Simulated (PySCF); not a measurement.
Isomers of C6H8B2, one conformer each; single-point electronic energies without zero-point terms and without any empirical dispersion term.

Computed with PySCF at PBE0/pcSseg-1, non-relativistic, each on one gas-phase PBE0-D3(BJ)/def2-SVP geometry that isn't relaxed in the solvent. The solvent is an IEF-PCM continuum (Bondi radii, 1.10 Å for H, scaled by 1.2). The model holds no explicit solvent molecules, cavitation or dispersion.

```json
{"isomer": "`C=CB1C=CBC=C1`", "relative energy, gas (kcal/mol)": "0.0", "dipole (D)": "1.71"}
{"isomer": "`BC1=CBC=CC=C1`", "relative energy, gas (kcal/mol)": "0.2", "dipole (D)": "2.03"}
```

**Question.** How do the relative energies look in dichloromethane (ε = 8.93)?

**Answer.** 
```json
{"isomer": "`C=CB1C=CBC=C1`", "relative energy, solvent (kcal/mol)": "0.0", "E(solvent) − E(gas) (kcal/mol)": "-1.9", "dipole in solvent (D)": "2.28"}
{"isomer": "`BC1=CBC=CC=C1`", "relative energy, solvent (kcal/mol)": "0.1", "E(solvent) − E(gas) (kcal/mol)": "-2.0", "dipole in solvent (D)": "2.75"}
```

The order is unchanged. Conformers: `[CH2:1]=[CH:2][B:3]1[CH:4]=[CH:5][BH:6][CH:7]=[CH:8]1` with C1–C2–B3–C4 176°. The gains span 0.1 kcal/mol, the gas-phase energies 0.2 kcal/mol.
